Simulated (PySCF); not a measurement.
Zn(Me)(OSiH3) (CH₆OSiZn), SMILES [Zn]([O][SiH3])[CH3]. Atoms are numbered in the order given.

```xyz
10

Zn    -0.4178     0.3252     0.6129
C     -1.6955     1.3592     1.6094
H     -2.1241     0.7567     2.4354
H     -2.5264     1.6922     0.9558
H     -1.2163     2.2580     2.0466
O      0.8114    -0.6751    -0.2169
Si     1.2705    -0.9928    -1.7758
H      0.1561    -1.6104    -2.5937
H      2.4263    -1.9591    -1.7778
H      1.7134     0.2522    -2.5149
```

The structure is a stationary point at PBE-D3(BJ)/def2-SVP. The structure was generated by enumeration; whether it is a known compound was not checked. Other conformers were not sampled.

The numbers are results of PySCF with r2SCAN/def2-TZVP, not measurements.

ESP charges are fitted to the potential on shells at 1.4 to 2.0 van der Waals radii. Atomic charges (e):

```tsv
atom	Mulliken	ESP fit	meta-Löwdin	Löwdin
Zn1	0.49	0.82	1.16	0.49
C2	-0.51	-1.02	-0.81	-0.58
H3	0.13	0.24	0.13	0.13
H4	0.13	0.23	0.13	0.13
H5	0.13	0.24	0.13	0.13
O6	-0.53	-0.57	-1.06	-0.24
Si7	0.38	0.31	0.73	0.12
H8	-0.07	-0.09	-0.14	-0.06
H9	-0.06	-0.05	-0.12	-0.06
H10	-0.07	-0.09	-0.14	-0.06
```
